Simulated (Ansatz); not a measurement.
`O[SiH2][SiH2]S`, relaxed with RKS PBE-D4/def2-SVP in Ansatz 0.2.0 from a rough embedded geometry. The force threshold is 0.03 eV/Å; the program also tests the step.

The species carries charge 0 and has multiplicity 1.

Start:

```xyz
10

O    -0.396    1.692   -1.318
Si    0.734    0.974   -0.400
Si   -0.290   -0.442    1.106
S    -1.489   -1.965    0.078
H    -0.922    1.156   -1.963
H     1.556    1.996    0.289
H     1.637    0.160   -1.282
H    -1.136    0.236    2.064
H     0.786   -1.231    1.904
H    -0.480   -2.576   -0.478
```

Task: How much energy does the relaxation release, and in how many steps? (Best estimate.)

Result: Ansatz gave: 31.35 kJ/mol, in 12 steps, 1 of them rejected.

Task: Which bonds change most? (Best estimate.)

Result: Ansatz gave: O1–Si2 from 1.623 to 1.685 Å; S4–H10 from 1.303 to 1.364 Å; Si3–H8 from 1.447 to 1.504 Å; Si2–Si3 from 2.306 to 2.358 Å.

Task: Give the relaxed structure. (Best estimate.)

Result: Computed: 
```xyz
10

O    -0.420    1.339   -1.450
Si    0.858    0.943   -0.426
Si   -0.177   -0.448    1.173
S    -1.568   -1.572   -0.101
H    -1.091    0.621   -1.452
H     1.450    2.217    0.100
H     1.951    0.149   -1.107
H    -1.104    0.307    2.086
H     0.684   -1.371    1.994
H    -0.582   -2.186   -0.816
```
